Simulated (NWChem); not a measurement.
Species: CsF; SMILES [F][Cs]

```xyz
2

Cs     0.0000     0.0000    -0.3610
F      0.0000     0.0000     2.0194
```
Atoms are numbered in this order, from 1.

Computed with NWChem. All runs use the structure optimised with PBE0-D3(BJ)/def2-TZVP. def2 effective core potentials on Cs; no spin-orbit coupling. Vertical excitations in the gas phase; the lowest state need not have the same character in each row.

| level | lowest excitation, singlet (eV) | oscillator strength of that lowest state | lowest triplet (eV) | orbital gap (eV) |
|---|---|---|---|---|
| PBE/def2-SVP, TDA | 2.91 | 0.035 | 2.79 | 2.86 |
| B3LYP/def2-SVP, TDA | 3.71 | 0.030 | 3.66 | 4.43 |
| PBE0/def2-SVP, TDA | 4.01 | 0.030 | 3.94 | 4.91 |
| BHandHLYP/def2-SVP, TDA | 5.02 | 0.028 | 4.98 | 6.83 |
